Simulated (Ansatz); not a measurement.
Molecule: sum formula NbO2Cl, charge -1, multiplicity 2. The spin state was set by rule; other spins were not relaxed. 
Geometry from a B3LYP-D3(BJ)/def2-TZVP (Ansatz, an electronic-structure program) optimisation:
```xyz
4

Nb     0.2338    -0.0705     0.2982
O      1.8121    -0.6885    -0.1621
O     -0.4978    -1.0427     1.5649
Cl    -1.1823     0.9848    -1.3793
```
Charge -1, spin multiplicity 2.

Total electronic energies in hartree. Valence correlation only, unless marked. Open shells are spin-unrestricted. No spin-orbit coupling. The frozen core is the preceding noble-gas configuration, with the filled d and f shells of earlier blocks. In def2 rows, elements after Kr have scalar-relativistic effective core potentials. CBS marks a two-point X^-3 extrapolation of the correlation energy; Hartree-Fock from the larger set. The bracket is a focal-point correction in the basis named.

| level | program | energy (Eh) |
|---|---|---|
| HF/def2-SVP | Ansatz | -665.50298 |
| RI-HF/def2-QZVPPD | Ansatz | -665.89834 |
| SVWN5/def2-TZVPD | Ansatz | -665.32238 |
| PBE-D4/def2-TZVPD | Ansatz + dftd4 | -667.65306 |
| BLYP-D3(BJ)/def2-TZVPD | Ansatz + dftd3 | -667.93679 |
| r2SCAN/def2-TZVPD | Ansatz | -667.88858 |
| r2SCAN-D4/def2-TZVPD | Ansatz + dftd4 | -667.88958 |
| PBE0-D3(BJ)/def2-TZVP | Ansatz + dftd3 | -667.61993 |
| PBE0-D3(BJ)/def2-TZVPD | Ansatz + dftd3 | -667.62462 |
| CAM-B3LYP-D3(BJ)/def2-TZVPD | Ansatz + dftd3 | -667.87398 |
| CAM-B3LYP-D4/def2-TZVPD | Ansatz + dftd4 | -667.87469 |
| CAM-B3LYP/def2-TZVPD | Ansatz | -667.87071 |
| LC-wPBE-D4/def2-TZVPD | Ansatz + dftd4 | -667.73621 |
| LC-wPBE/def2-TZVPD | Ansatz | -667.73114 |
| B2GP-PLYP-D3(BJ)/def2-TZVPD | Ansatz + dftd3 | -667.45596 |
| B2PLYP-D4/def2-TZVPD | Ansatz + dftd4 | -667.57396 |
| B2PLYP/def2-TZVPD | Ansatz | -667.57088 |
| RI-MP2/def2-TZVPPD | Ansatz | -666.75828 |
| CCSD/def2-SVP | Ansatz | -666.17150 |
| CCSD/def2-SVPD | Ansatz | -666.23642 |
| CCSD(T)/def2-SVP | Ansatz | -666.20509 |
| CCSD(T)/def2-SVPD | Ansatz | -666.27534 |
| RI-MP2/CBS(def2-TZVPPD,def2-QZVPPD)+[CCSD(T)-MP2]/def2-SVPD | Ansatz | -666.9007 |

Totals of different functionals don't rank their quality; only differences between species are comparable.
